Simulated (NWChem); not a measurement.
A series in which one site is exchanged, each optimised at PBE0/def2-SVP with NWChem, gas phase unless a solvent is named. Low-valent species are run as closed-shell singlets; no triplet was tried in these runs. This build's default masses of Se (78.918 u) and Br (79.917 u) are each other's, which moves their modes by up to 0.6 %. For some, no frequency run checked for a minimum. def2 effective core potentials on I; no spin-orbit coupling.

A: [Si](Br)Br (SiBr2; site = Br)
B: F[Si]Br (SiBrF; site = F)
C: [SiH]Br (SiHBr; site = H)
D: Br[Si]I (SiIBr; site = I)

```json
[
 {"quantity": "dipole (D), PBE0/def2-SVP", "A": "?", "B": "1.17", "C": "1.02", "D": "0.79"},
 {"quantity": "orbital gap (eV), PBE0/def2-SVP", "A": "?", "B": "5.16", "C": "3.84", "D": "4.08"},
 {"quantity": "vertical ionisation energy, ΔSCF, PBE/def2-SVP (eV)", "A": "?", "B": "9.95", "C": "9.04", "D": "9.07"},
 {"quantity": "vertical ionisation energy, ΔSCF, CAM-B3LYP/def2-SVP (eV)", "A": "?", "B": "10.24", "C": "9.33", "D": "9.37"}
]
```

Task: Complete the blanks.

Result: 
- dipole (D), PBE0/def2-SVP, A: 0.87
- orbital gap (eV), PBE0/def2-SVP, A: 4.42
- vertical ionisation energy, ΔSCF, PBE/def2-SVP (eV), A: 9.38
- vertical ionisation energy, ΔSCF, CAM-B3LYP/def2-SVP (eV), A: 9.69
